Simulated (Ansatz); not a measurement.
A structure relaxed at PBE-D4/def2-TZVP in Ansatz, charge 0, singlet:

```xyz
4

Sr    0.707    1.445    0.233
Sr   -0.707   -1.445   -0.233
O    -0.321   -0.070    1.404
O     0.321    0.070   -1.405
```

(1) Give its formula and point group.

(2) Summarise the bond lengths by kind (pairs closer than 1.2 times the sum of covalent radii, bridged metal pairs left out).

Results:

(1) Sr₂O₂. Point group D2h (tolerance 0.1 Å).

(2) 4 × O–Sr 2.17 Å.

In the def2 sets Sr takes a core potential; there is no spin–orbit coupling. The structure comes from a short search, and lower isomers may exist.
